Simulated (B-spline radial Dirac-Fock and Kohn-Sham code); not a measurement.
**Tb⁺: non-radiative channels of the M4 vacancy**

System: the Tb⁺ ion, [Xe] 4f9 6s1, inside a Watson sphere of charge -1 and radius 1.8 Å (a model of the Madelung potential; inside it an electron's potential energy is raised by 8.0 eV).

Method: independent-particle rates on relativistic LDA orbitals of the hole state (multipoles up to L = 3, Coulomb Auger matrix elements, transition energies from Dirac-Fock). Computed with a B-spline atomic structure program. Kinetic energies are configuration averages from the vacuum level; the two-hole energies are estimated from single-hole states.

```tsv
transition	kinetic energy (eV)	width (meV)	share (%)
M4-M5N6	7.74	394	25.9
M4-M5N7	8.94	61.7	4.1
M4-N1N4	686.6	75.1	4.9
M4-N2N4	768.4	63.9	4.2
M4-N3N4	799.8	137	9.0
M4-N4N4	931.2	117	7.7
M4-N4N5	936.9	237	15.6
M4-N4N7	1090.0	72.6	4.8
M4-N5N6	1095.4	58.2	3.8
M4-N6N7	1247.6	79.4	5.2
```

Channels within a few eV of threshold rest on estimated energies and may be closed in reality. The listed channels hold 85 % of the non-radiative rate. Summed by principal shells, of 1.52 eV in all: MNN 66.7 %, MMN 29.9 %, MNO 3.2 %.
